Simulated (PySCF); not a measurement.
Simulated characterisation data

Theory: GFN2-xTB structure, σ from GIAO-PBE0/pcSseg-1, in PySCF 2.14.0 with density-fitted response routines (one computed conformer, non-relativistic Hamiltonian, gas phase, equivalent nuclei averaged).

Chemical shifts δ = σref − σ; ¹H (31.72 ppm), ¹³C (186.93 ppm) against TMS, all at this level. Splittings of carbon signals by F and P are missing where no couplings were computed. Where no couplings were computed, multiplicities follow the n + 1 count of equivalent neighbours, and m marks all less simple cases (inequivalent or close neighbours, rings, F or P nearby). Shifts are as computed. Against solution values, carbons near 30 ppm lie about +3 ppm off and those near 130 ppm about +5 ppm. Of 1211 compounds with measured shifts, 218 miss one by over three times the rms of a fit or turn the order of signals round; such compounds aren't used in these exercises.

**1.** SMILES CC(C)(C)[C@H]1C=CC=CC1, C10H16. ¹H NMR (500 MHz, computed): δ 6.24 (m, 1H), 6.21 (m, 1H), 6.10 (m, 1H), 6.01 (m, 1H), 2.25 (m, 1H), 2.21 (m, 1H), 2.06 (m, 1H), 0.93 (s, 9H). ¹³C{¹H} NMR (computed): δ 135.8, 134.5, 132.1, 131.5, 46.1, 33.7, 29.2, 27.4.

**2.** `FC1=CCC(C)=C(F)O1`, C6H6F2O. ¹H NMR (500 MHz, computed): δ 4.35 (m, 1H), 2.97 (m, 2H), 1.72 (s, 3H). ¹³C{¹H} NMR (computed): δ 165.4 (C), 160.4 (C), 87.9 (C), 78.4 (CH), 31.1 (CH2), 15.3 (CH3).

**3.** `C[C@@H]([SiH3])[Si@H]1C[SiH2][C@@H]1C#N`, C5H13NSi3. ¹H NMR (500 MHz, computed): δ 5.33 (m, 1H), 5.01 (m, 1H), 4.96 (m, 1H), 3.93 (d, 3H), 1.66 (m, 1H), 1.36 (d, 3H), 0.92 (m, 1H), 0.54 (m, 1H), 0.41 (m, 1H). ¹³C{¹H} NMR (computed): δ 124.4, 13.1, 4.3, -1.9, -3.6.
